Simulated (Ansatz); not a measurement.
`[InH2]` radical. The species carries charge 0 and has multiplicity 2. In: def2 effective core potential.

**Question.** What are the harmonic wavenumbers in cm⁻¹ at PBE0-D4/def2-TZVP (Ansatz, finite differences of forces, unscaled)? (An estimate is asked.)

**Answer.** The calculation gave: 607, 1627, 1688.

**Question.** Is this a minimum?

**Answer.** Yes, all 3 modes are real.

**Question.** Give the ideal-gas thermochemistry at 298.15 K and 1 bar (rigid rotor, harmonic oscillator; point group C2v, symmetry number 2).

**Answer.** Zero-point energy 23.5 kJ/mol; H(298) − E = 33.8 kJ/mol; entropy 234.4 J/(mol·K), of which translation 168.2, rotation 58.5, vibration 1.9, electronic 5.8; G(298) − E = -36.1 kJ/mol.

**Question.** And at 400, 500, 600, 800 and 1000 K?

**Answer.** 
```json
{"T (K)": "400", "H − E (kJ/mol)": "37.8", "S (J/mol/K)": "245.8", "G − E (kJ/mol)": "-60.6"}
{"T (K)": "500", "H − E (kJ/mol)": "42.0", "S (J/mol/K)": "255.2", "G − E (kJ/mol)": "-85.6"}
{"T (K)": "600", "H − E (kJ/mol)": "46.4", "S (J/mol/K)": "263.2", "G − E (kJ/mol)": "-111.5"}
{"T (K)": "800", "H − E (kJ/mol)": "55.9", "S (J/mol/K)": "276.8", "G − E (kJ/mol)": "-165.6"}
{"T (K)": "1000", "H − E (kJ/mol)": "65.9", "S (J/mol/K)": "288.1", "G − E (kJ/mol)": "-222.1"}
```
